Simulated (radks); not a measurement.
Spherical jellium clusters: N electrons in a uniform positive sphere of charge N and radius rs N^(1/3), rs = 2.21 bohr. Method: non-relativistic Kohn-Sham, LDA (Slater exchange, Perdew-Wang correlation), spin-polarised, spherical densities; computed with a radial shooting solver with Libxc functionals. Levels are named by radial order and angular momentum (1s, 1p, 1d, 2s, ...), and open shells are averaged over m.

N = 23, configuration 1s2 1p6 1d10 2s2 1f(up 3, down 0). This is the lowest configuration that the search found. Occupied and some empty levels:

level    occupation  eigenvalue (eV)  <r> (bohr)
1s up             1          -11.221       3.795
1s down           1          -11.035       3.720
1p up             3          -8.7765       4.638
1p down           3          -8.4932       4.592
1d up             5          -5.8851       5.312
1d down           5          -5.5467       5.296
2s up             1          -4.9792       4.824
2s down           1          -4.7616       4.858
1f up             3          -2.7364       6.050
1f down           0          -2.3842       6.083
2p up             0          -2.0630       6.615
2p down           0          -1.8637       6.721
2d up             0         -0.16356       10.61
2d down           0        -0.058864       11.43

Energy (eV): total -14.0604, kinetic 114.69, external -2647.7, Hartree 1280.0, exchange-correlation -135.22, background 1374.2.
